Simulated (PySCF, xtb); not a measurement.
C3H9OSi, SMILES CCO[SiH]C (connectivity only; charge and spin as stated), charge +1, multiplicity 1.

GFN2-xTB (xtb 6.7.1) at its own geometry gives an orbital gap of 3.91 eV.

Geometry optimised at r2SCAN-D4/def2-SVP. The spin state was assumed, not searched. The isomer is the one that the SMILES or the coordinates give; other isomers of the formula were not compared. Other conformers were not sampled.

Q: What does PySCF with PBE/def2-TZVP give? (Estimate from the structure and the level; the computed values follow.)

A: gap 4.46 eV (levels -12.57 and -8.10 eV).
